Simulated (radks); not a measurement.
The manganese ion Mn+, configuration [Ar] 3d5 4s1.

All-electron calculation, Dirac Kohn-Sham, BLYP, spin-unpolarised, spherical densities, point nucleus; open shells fill j = l - 1/2 first. Program: a radial shooting solver on a logarithmic mesh with Libxc functionals.

Energy parts (Ry):
part                       energy
total                 -2316.65290
kinetic                2346.52145
electron-nucleus      -5519.88902
Hartree                 960.89352
exchange-correlation   -104.17885

Orbitals (lengths in bohr, moments of r in powers of bohr; <r^-3> diverges for s and p1/2):
orbital  occ.  eigenvalue (Ry)     <r^2>       <r^4>      <r>  <r^-3>
1s1/2       2        -473.2355  0.004987  0.00006398  0.06090       -
2s1/2       2        -55.26029   0.09222     0.01489   0.2793       -
2p1/2       2        -47.42991   0.07399     0.01120   0.2451       -
2p3/2       4        -46.66238   0.07565     0.01166   0.2480   409.4
3s1/2       2         -6.89496    0.8384       1.145   0.8519       -
3p1/2       2         -4.66548    0.9532       1.605   0.8986       -
3p3/2       4         -4.57178    0.9727       1.672   0.9077   50.31
3d3/2       4         -1.09483     1.866       9.387    1.188   4.147
3d5/2       1         -1.08598     1.884       9.580    1.193   4.077
4s1/2       1         -0.87769     8.995       129.7    2.804       -

The highest occupied level is 4s1/2 at -11.942 eV. For comparison, the ionisation energy in NIST's Atomic Spectra Database is 15.640 eV (measured). In exact Kohn-Sham theory the highest level is minus the ionisation energy, but local and semilocal functionals leave it too shallow, through self-interaction and a potential that decays too fast; potentials with the right tail come closer. Summed over all electrons, <r^2> = 26.46 bohr^2, which gives a Langevin (diamagnetic) susceptibility term of -21 x 10^-6 cm^3/mol. The density falls to 0.001 e/bohr^3 at r = 3.95 bohr.

Beside tabulated values, note that spin-unpolarised runs miss the spin-polarisation part of the exchange energy of open shells.
